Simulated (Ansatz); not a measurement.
C9H15Cl2HfN, SMILES `CC[C@@]12[C@H]3[C@H]4[C@H]5[C@@H]1[Hf]4532([Cl])([Cl])[N](C)C`, relaxed with RKS PBE0-D4/def2-TZVP in the Gaussian-basis code of Ansatz from a GFN2-xTB geometry. The force threshold is 0.005 eV/Å; the program also tests the step.

Charge 0, multiplicity 1. Hf takes the def2 core potential.

Start:

```xyz
28

C    -0.465   -2.367   -0.639
C    -0.899   -2.327    0.832
C    -0.417   -1.068    1.492
C    -1.105    0.175    1.501
C    -0.316    1.107    2.222
C     0.854    0.447    2.650
C     0.796   -0.891    2.200
Hf    0.861    0.476    0.154
Cl    2.681   -0.754   -0.521
Cl    2.014    2.458    0.221
N    -0.154    0.876   -1.488
C    -0.863    2.148   -1.418
C     0.686    0.849   -2.681
H    -0.852   -1.491   -1.171
H    -0.850   -3.263   -1.124
H     0.625   -2.382   -0.711
H    -1.989   -2.377    0.890
H    -0.493   -3.197    1.354
H    -2.124    0.325    1.170
H    -0.618    2.106    2.508
H     1.600    0.858    3.317
H     1.493   -1.677    2.456
H    -1.534    2.253   -2.282
H    -0.169    3.004   -1.426
H    -1.469    2.191   -0.509
H     0.078    1.023   -3.578
H     1.467    1.630   -2.644
H     1.162   -0.131   -2.775
```

```csv
step,energy (eV),largest force (eV/Å),largest move (Å)
1,-37409.0275,1.402,0.000
2,-37409.5627,0.576,0.195
3,-37409.7412,0.564,0.194
4,-37409.8108,0.623,0.192
5,-37409.8683,0.452,0.200
6,-37409.9113,0.235,0.200
7,-37409.9323,0.325,0.137
8,-37409.9478,0.199,0.067
9,-37409.9655,0.122,0.159
10,-37409.9772,0.317,0.195
11,-37409.9898,0.267,0.101
13,-37410.0331,0.257,0.195
15,-37410.0773,0.278,0.184
17,-37410.1156,0.367,0.096
19,-37410.1342,0.098,0.173
21,-37410.1436,0.182,0.106
23,-37410.1526,0.208,0.017
25,-37410.1566,0.034,0.088
27,-37410.1573,0.045,0.022
29,-37410.1577,0.008,0.009
31,-37410.1577,0.006,0.012
32,-37410.1577,0.003,0.003
```

End:

```xyz
28

C    -1.456   -2.734   -0.231
C    -0.584   -2.576    1.002
C    -0.305   -1.158    1.389
C    -1.038   -0.010    1.014
C    -0.496    1.116    1.681
C     0.584    0.671    2.469
C     0.715   -0.722    2.271
Hf    1.267    0.369    0.106
Cl    2.006   -1.600   -1.030
Cl    3.246    1.579    0.669
N     0.350    1.488   -1.291
C    -0.890    2.156   -1.562
C     1.309    1.672   -2.366
H    -2.440   -2.280   -0.089
H    -1.612   -3.790   -0.455
H    -0.988   -2.273   -1.103
H    -1.070   -3.063    1.857
H     0.365   -3.098    0.854
H    -1.875    0.002    0.332
H    -0.839    2.136    1.592
H     1.227    1.289    3.076
H     1.469   -1.356    2.717
H    -1.364    1.767   -2.474
H    -0.737    3.234   -1.711
H    -1.592    2.029   -0.738
H     0.939    1.256   -3.312
H     1.550    2.733   -2.513
H     2.261    1.163   -2.154
```

Run time 54 s (11 threads of an AMD EPYC 7R13 on a shared host and a whole NVIDIA H100 80 GB); peak host memory 1.5 GiB.
